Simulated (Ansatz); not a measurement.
The same path of C3H7BN2 (13 atoms, charge 0, multiplicity 1) was run twice with different band settings. The coordinate that changes most is the dihedral N4–C3–C5–H12.

Theory: RKS B3LYP/def2-SVP (Ansatz).

Relaxed end points:

```xyz
13
Properties=species:S:1:pos:R:3
B -1.176 -1.845 0.154
C -0.768 -0.419 0.426
C 0.283 0.246 -0.183
N 1.067 -0.281 -1.150
C 0.656 1.659 0.169
N 0.227 2.368 1.127
H -0.574 -2.532 -0.651
H -2.110 -2.355 0.727
H -1.325 0.179 1.155
H 1.873 0.219 -1.500
H 0.921 -1.239 -1.447
H 1.409 2.116 -0.501
H -0.461 1.848 1.689
```

```xyz
13
Properties=species:S:1:pos:R:3
B -1.176 -1.988 0.092
C -0.839 -0.599 0.592
C 0.126 0.235 0.056
N 0.861 -0.041 -1.053
C 0.360 1.573 0.681
N 0.955 2.578 0.175
H -0.559 -2.493 -0.827
H -2.055 -2.645 0.596
H -1.374 -0.170 1.446
H 1.755 0.417 -1.182
H 0.760 -0.961 -1.469
H -0.057 1.674 1.695
H 1.263 2.386 -0.788
```

Common settings: movable images 7; climbing image yes; spring 5.0 eV/Å²; optimiser quadratic models (default); start path through a guess of the saddle point; force threshold 0.05 eV/Å; end points relaxed.

| run | iteration limit |
| --- | --- |
| 1 | 60 |
| 2 | 3 |

Question: What does each run give, and how far can it be trusted?

Answer: Run 1: converged after 15 iterations, highest image 0.179 eV above the first end. Beside the main top the profile has a ripple of under 15 meV (maxima at images 3, 7), which may be a very shallow well or noise. A vibrational analysis at the climbing image gives one clearly imaginary mode, 136i cm⁻¹: a first-order saddle point.
Run 2: not converged after 3 iterations, highest image 3.360 eV above the first end. The band didn't meet its force threshold, so its energies are provisional: the largest band force was still 9.86 eV/Å, and over the last iterations the top moved between 3.36 and 19.37 eV.
